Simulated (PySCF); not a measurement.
Sn(H)2(F)(vinyl) (C2H5FSn), SMILES C=[CH][SnH2][F].

Geometry: PBE0-D3(BJ)/def2-SVP. The def2 effective core potentials stand for the cores of Sn; spin–orbit coupling is left out. Other conformers were not sampled.

Computed with PBE/def2-TZVP (PySCF).

Gas-phase values at a fixed geometry.

Estimate the frontier levels, gap, dipole moment and polarisability. (Estimate from the structure and the level; the computed values follow.)


```json
{
  "highest_occupied_level": "-7.30 eV",
  "lowest_empty_level": "-2.05 eV",
  "orbital_gap": "5.26 eV",
  "dipole_moment": "3.01 D",
  "quadrupole, principal values (traceless, Buckingham form, about the centre of nuclear charge)": "-8.20, 3.03, 5.18 D·Å",
  "mean_static_polarisability": "63.0 bohr³ (9.33 Å³)",
  "polarisability_principal_values": "48.1, 59.3, 81.6 bohr³"
}
```
